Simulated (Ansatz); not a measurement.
Cartesian coordinates (Å):
```xyz
8

B     -2.0687    -0.1494    -0.2593
C     -0.6033    -0.0495    -0.0632
C      0.6043     0.0383     0.0983
B      2.0687     0.1491     0.2958
H     -2.7981     0.0679     0.6529
H     -2.4995    -0.4443    -1.3264
H      2.6069     1.1918     0.1098
H      2.6897    -0.8039     0.6382
```
Charge +1, spin multiplicity 2.

These are frozen-core CCSD(T)/cc-pVTZ // CAM-B3LYP-D3(BJ)/def2-TZVP (Ansatz, a program for electronic structure) values and carry that method's errors. The geometry is that of the parent before the electron was removed.

```json
{
 "HF energy": "-127.05440 Ha",
 "MP2 correlation energy": "-0.42382 Ha"
}
```

Task: Estimate the CCSD correlation energy, the (T) correction, the total energy and the T1 diagnostic.

Result: 
The CCSD correlation energy comes out as -0.47484 Ha and the (T) correction is -0.02025 Ha. The CCSD(T) total energy comes out as -127.54948 Ha and the T1 diagnostic is 0.034.
